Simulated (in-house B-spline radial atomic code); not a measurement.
# B3LYP (VWN-RPA) excitations of Be²⁺

Method: B3LYP (VWN-RPA). Computed with an all-electron radial atomic-structure program (B-spline basis): linear response of the closed shell 1s2 with the functional's adiabatic kernel; non-relativistic, point nucleus, no spin-orbit coupling, no double excitations, S, P, D and F terms only.

Command:
```bash
python run_td.py task.json out
```
Settings (radii: box in bohr, nucleus in fm):
```
Z                        4
electrons                2
configuration            1s2
hamiltonian              nr
method                   b3lyp
box_radius               29.48
intervals                47
```

Cost of the run: 0.1 s on 1 thread of Intel(R) Xeon(R) Platinum 8488C (Sapphire Rapids), on a shared host.

The lowest states, in the order of their Tamm-Dancoff energies; the method's threshold (minus the highest occupied level) is 137.26 eV. Labels give the largest channel, * marks a mixed state, and oscillator strengths are full-response dipole values. Semilocal kernels can invert the small singlet-triplet splittings of Rydberg terms. Energies in eV:

```
     state  full response  Tamm-Dancoff  oscillator strength
1s → 2s 3S         111.35        111.38                    -
1s → 2s 1S         114.60        114.68                    -
1s → 2p 3P         114.85        114.88                    -
1s → 2p 1P              ?             ?                    ?
1s → 3s 3S         127.76        127.76                    -
1s → 3s 1S         128.46        128.48                    -
1s → 3p 3P         128.70        128.70                    -
1s → 3p 1P         129.15        129.16                0.089
1s → 3d 3D         129.41        129.41                    -
1s → 3d 1D         129.43        129.43                    -
1s → 4s 3S         132.29        132.29                    -
1s → 4s 1S         132.55        132.56                    -
1s → 4p 3P         132.66        132.66                    -
1s → 4p 1P         132.83        132.83               0.0332
1s → 4d 3D              ?             ?                    -
1s → 4d 1D         132.94        132.94                    -
```

(1) Where does 1s → 2p 1P lie?

(2) Where does 1s → 4d 3D lie?

(3) How large is the singlet-triplet splitting of 1s → 2s (S terms) in Tamm-Dancoff?

(4) What polarisabilities and dispersion coefficient does the method give?

Results:

(1) At 116.93 eV in full response, 116.95 eV in Tamm-Dancoff, oscillator strength 0.432.

(2) At 132.93 eV in full response, 132.93 eV in Tamm-Dancoff.

(3) 3.3 eV, from the unrounded values.

(4) Dipole 0.05443 bohr³, quadrupole 0.01701 bohr⁵, C6 0.01182 hartree·bohr⁶ for two such species.
